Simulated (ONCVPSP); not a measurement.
# u(r) = r·R(r): atom against pseudo-atom (Al (Z = 13))

Columns: radius, all-electron u(r) and pseudo u(r) of the 2s shell (level -108.17 eV) of aluminium in the configuration [He] 2s2 2p6 3s2 3p1; PBE, scalar-relativistic, ONCV scheme, ONCVPSP 4.0.1.

```json
{"r (bohr)": "0.065", "all-electron": "-0.5956", "pseudo": "0.2309"}
{"r (bohr)": "0.130", "all-electron": "-0.2733", "pseudo": "0.4576"}
{"r (bohr)": "0.195", "all-electron": "0.2417", "pseudo": "0.6739"}
{"r (bohr)": "0.260", "all-electron": "0.6947", "pseudo": "0.8705"}
{"r (bohr)": "0.325", "all-electron": "1.0168", "pseudo": "1.0360"}
{"r (bohr)": "0.390", "all-electron": "1.2094", "pseudo": "1.1598"}
{"r (bohr)": "0.455", "all-electron": "1.2965", "pseudo": "1.2345"}
{"r (bohr)": "0.520", "all-electron": "1.3064", "pseudo": "1.2583"}
{"r (bohr)": "0.585", "all-electron": "1.2636", "pseudo": "1.2352"}
{"r (bohr)": "0.650", "all-electron": "1.1879", "pseudo": "1.1751"}
{"r (bohr)": "0.715", "all-electron": "1.0938", "pseudo": "1.0897"}
{"r (bohr)": "0.780", "all-electron": "0.9914", "pseudo": "0.9906"}
{"r (bohr)": "0.845", "all-electron": "0.8876", "pseudo": "0.8874"}
{"r (bohr)": "0.910", "all-electron": "0.7870", "pseudo": "0.7868"}
{"r (bohr)": "0.975", "all-electron": "0.6923", "pseudo": "0.6922"}
{"r (bohr)": "1.040", "all-electron": "0.6051", "pseudo": "0.6050"}
{"r (bohr)": "1.105", "all-electron": "0.5261", "pseudo": "0.5260"}
{"r (bohr)": "1.170", "all-electron": "0.4553", "pseudo": "0.4552"}
{"r (bohr)": "1.235", "all-electron": "0.3925", "pseudo": "0.3925"}
{"r (bohr)": "1.300", "all-electron": "0.3373", "pseudo": "0.3372"}
{"r (bohr)": "1.365", "all-electron": "0.2889", "pseudo": "0.2889"}
{"r (bohr)": "1.430", "all-electron": "0.2469", "pseudo": "0.2469"}
{"r (bohr)": "1.495", "all-electron": "0.2107", "pseudo": "0.2106"}
{"r (bohr)": "1.560", "all-electron": "0.1794", "pseudo": "0.1794"}
{"r (bohr)": "1.625", "all-electron": "0.1526", "pseudo": "0.1526"}
{"r (bohr)": "1.690", "all-electron": "0.1296", "pseudo": "0.1296"}
```

Task: How many radial nodes do the two functions have?

Result: The all-electron 2s function has n − l − 1 = 1; the pseudo-wave has 0, since the states of the same l below it are removed with the core.

Task: At about which radius was the pseudo-wave matched?

Result: 0.85 bohr, where the columns begin to agree (steps of 0.07 bohr).

Task: Is the pseudo-wave norm-conserving?

Result: Yes: the ONCV scheme keeps the norm inside the radius equal to the all-electron one, which fixes the energy derivative of the logarithmic derivative at the level.
